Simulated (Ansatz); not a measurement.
Te(CCH)2 (C₄H₂Te). Charge 0, multiplicity 1. Geometry relaxed at PBE-D4/def2-SVP.

```xyz
7

Te   -0.3263   -1.7078    0.3562
C     0.4944   -0.2162    1.4959
C     0.9953    0.6120    2.2517
H     1.4355    1.3547    2.9037
C    -0.6478   -0.5869   -1.3283
C    -0.8778    0.0038   -2.3801
H    -1.0733    0.5403   -3.2990
```

In the def2 sets Te takes a core potential; there is no spin–orbit coupling.

Task: Estimate the harmonic wavenumbers at RKS PBE-D4/def2-SVP (Ansatz, unscaled). Is this a minimum?

Result: 80, 210, 245, 259, 340, 463, 478, 586, 587, 703, 704, 2055, 2065, 3396, 3397 cm⁻¹. Yes, no mode is imaginary beyond noise. Zero-point energy 93.1 kJ/mol. Hardware: 2 threads of Arm Neoverse V2 on a shared host. Wall time 32 s.
